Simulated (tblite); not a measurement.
Species: C6H9FO.
Geometry (GFN2-xTB, Å), atoms numbered from 1 in this order:
```
atom  x, y, z in Å
O1     2.7288   -0.4566    0.2445
C2     1.3825   -0.1879    0.4273
C3     0.3368   -0.9595   -0.3532
C4    -1.0511   -1.0621    0.2412
C5    -1.4206    0.3773    0.6424
C6    -0.6327    1.3017   -0.2966
C7     0.5913    0.4933   -0.6492
F8     1.2662    0.8647   -1.7851
H9     2.9377   -0.3822   -0.6950
H10    1.1973    0.0625    1.4635
H11    0.6738   -1.7344   -1.0257
H12   -1.7390   -1.4372   -0.5188
H13   -1.0873   -1.7377    1.0961
H14   -2.4926    0.5527    0.5698
H15   -1.1226    0.5623    1.6744
H16   -0.3883    2.2556    0.1708
H17   -1.1871    1.4995   -1.2162
```

Level: GFN2-xTB in tblite, geometry and Hessian alike; calculated harmonic values, unscaled, isolated species. The method is semi-empirical: single wavenumbers can be off by several per cent or more. One conformer, not necessarily the lowest.

Harmonic wavenumbers (cm⁻¹): 176.4, 188.8, 224.3, 258.5, 317.0, 359.7, 379.4, 489.0, 598.7, 634.3, 720.5, 822.9, 900.1, 905.7, 941.5, 975.4, 996.1, 1016.2, 1045.6, 1087.2, 1113.8, 1126.2, 1149.6, 1171.7, 1195.1, 1211.6, 1221.5, 1254.9, 1291.4, 1303.8, 1315.3, 1322.9, 1448.1, 1478.6, 1482.1, 1501.9, 2973.8, 2979.0, 2995.7, 3000.2, 3001.8, 3018.1, 3059.0, 3085.7, 3518.4.

A = 3247, B = 1889, C = 1488 MHz; mass 116.064 u (most abundant isotopes); point group C1, symmetry number 1.

Question: What is the zero-point energy?

Answer: Half the sum of the wavenumbers: 30629 cm⁻¹ = 87.57 kcal/mol.

Question: What is S at 298.15 K and 1 bar for an ideal gas of classical rigid rotors and harmonic oscillators?

Answer: Translation 40.19, rotation 27.96, vibration 15.04: S = 83.2 cal/(mol K).

Question: And Cp and H(298.15 K) − H(0)?

Answer: Cp = 30.48 cal/(mol K), of which vibrations give 22.53 (their classical limit is 45 R = 89.4); H(298.15 K) − H(0) = 5.19 kcal/mol without the zero-point energy, 2.83 from vibrations.

Question: What must be added to the electronic energy to get the Gibbs energy at 298.15 K and 1 bar?

Answer: ZPE + [H(298.15 K) − H(0)] − T·S = 87.57 + 5.19 − 24.80 = 67.96 kcal/mol.

Question: How do the functions run with temperature in this model?

Answer: 
```csv
T (K),S (cal/(mol K)),Cp (cal/(mol K)),H − H(0) (kcal/mol),G − H(0) (kcal/mol),ln q(vib)
50,54.1,8.8,0.40,-2.30,0.01
100,61.4,13.0,0.94,-5.20,0.24
373.15,90.8,37.8,7.76,-26.13,4.05
500,103.5,48.7,13.27,-38.46,6.35
750,126.3,63.5,27.45,-67.24,11.14
1000,145.9,72.8,44.57,-101.32,15.86
```

q(vib) and H(0) count from the zero-point level.

Hindered rotation and anharmonicity are outside this model. Other conformers, if any are populated, would add a mixing term that is left out. The structure is chiral; the term R ln 2 for an equal mix with its mirror image is left out.
